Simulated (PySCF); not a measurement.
## Two probes of the same atoms: core binding energy and nuclear shielding

Species: methyl 2-butynoate, C₅H₆O₂.
Structure used (PBE0-D3(BJ)/def2-SVP), in Å, numbered top down from 1:
```
atom  x, y, z in Å
C1    -3.2201   -0.1097    0.4383
C2    -1.8018   -0.1207    0.1397
C3    -0.6153   -0.1277   -0.1110
C4     0.7816   -0.1687   -0.4893
O5     1.1899   -0.5580   -1.5526
O6     1.5675    0.2828    0.4934
C7     2.9560    0.2788    0.2110
H8    -3.7088   -1.0176    0.0525
H9    -3.7053    0.7592   -0.0332
H10   -3.3989   -0.0529    1.5229
H11    3.4510    0.6754    1.1049
H12    3.1809    0.9096   -0.6618
H13    3.3105   -0.7411   -0.0006
```

Binding energies: PySCF, delta-SCF UKS SCAN, pcX-2 on the ionised atom, pcseg-1 elsewhere, spin-free X2C. Shieldings: GIAO HF/pcSseg-2, non-relativistic, same geometry.

```
atom  C 1s (eV)
  C1     291.98
  C2     290.96
  C3     290.57
  C4     294.86
  C7     292.57
```

Question: What are the absolute isotropic shieldings of these atoms?

Answer: 
```tsv
atom	environment	C 1s (eV)	isotropic shielding (ppm)
C3	alkyne carbon	290.57	116.1
C2	alkyne carbon	290.96	97.2
C1	propargylic carbon	291.98	188.1
C7	methoxy carbon	292.57	141.1
C4	ester carbonyl carbon	294.86	26.9
```

Question: Among the listed atoms, is the one with the highest binding energy also the least shielded?

Answer: Yes: C4 has both (294.86 eV, 26.9 ppm).

By binding energy: C3 < C2 < C1 < C7 < C4. By shielding: C4 < C2 < C3 < C7 < C1.

Spin contamination (⟨S²⟩ against 0.75 for a pure doublet) is marked for C 1s of C2 (0.87), which makes this value less certain. Geometry: PBE0-D3(BJ)/def2-SVP, one conformer, isolated molecule.
